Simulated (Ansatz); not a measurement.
`CS[BH][GeH3]` + `CNBF` → `C[N]([GeH3])BF` + `BSC`  (cleavage of the Ge–B bond)

Isolated molecules relaxed with PBE0-D4/def2-TZVP in Ansatz; ΔE leaves out vibrations. CCSD(T)/CBS adds triple-zeta CCSD(T) − MP2 to the extrapolated MP2 energy (def2 sets, frozen cores). This one scheme is used for every species. Functionals use def2-TZVPP. B3LYP here is the variant with VWN-RPA as its local correlation; programs differ in this. For Ge outer-core shells are correlated without core-valence functions, which leaves a few kJ/mol of doubt a bond. Scalar relativity is left out up to krypton. Each species was taken in one conformer, which may not be the lowest.

(1) Is it downhill or uphill in electronic energy at CCSD(T)/CBS, and by how much? (Best estimate.)

(2) What do these levels give: PBE-D4, B3LYP-D4, ωB97X-V, B2PLYP, B3LYP, MP2/def2-QZVPP? (Estimate.)

Largest T1 diagnostic among the species: 0.014.

## Answers

(1) Ansatz gave: Nearly level: ΔE = +0.1 kcal/mol.

(2) Computed: PBE-D4 3.1, B3LYP-D4 0.3, ωB97X-V -0.3, B2PLYP -0.1, B3LYP 1.4, MP2/def2-QZVPP -1.3 kcal/mol.

From PBE to PBE0 (25 % exact exchange), in def2-TZVPP and without D4, ΔE moves by −0.8 kcal/mol. The D4 term adds −1.0 kcal/mol with B3LYP and −0.5 kcal/mol with PBE0; it sums over pairs of atoms, weighted by their polarisabilities, and B3LYP, whose exchange is more repulsive, gets the larger term.
